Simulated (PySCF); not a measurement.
**Be (beryllium, neutral) across methods**

[He] 2s1 2p1, high-spin 3P determinant (an excited configuration). All numbers are calculated (PySCF 2.14, no relativity, point nucleus, in aug-cc-pV5Z (7s6p5d4f3g2h, 127 functions)).

```csv
method,E (hartree),mean ε 1s β (eV),mean ε 2s α (eV),mean ε 2p α (eV),Σ⟨r²⟩ (bohr²),⟨S²⟩
HSE06,-14.5552,-111.75,-7.287,-3.679,18.45,2.000
UHF,-14.51370,-128.53,-10.781,-6.691,18.29,2.000
B97-3,-14.5767,-112.92,-7.696,-4.051,18.30,2.000
LDA,-14.3589,-105.24,-6.567,-3.074,19.03,2.000
PBE0,-14.5527,-112.17,-7.714,-4.066,18.46,2.000
PBE,-14.5453,-106.49,-6.588,-3.133,18.74,2.000
r2SCAN,-14.5708,-108.83,-6.834,-3.276,18.39,2.000
```

Q: Estimate the same row for LC-wPBE.

A: E (hartree) = -14.5588; mean ε 1s β (eV) = -112.40; mean ε 2s α (eV) = -10.514; mean ε 2p α (eV) = -6.582; Σ⟨r²⟩ (bohr²) = 17.98; ⟨S²⟩ = 2.000.
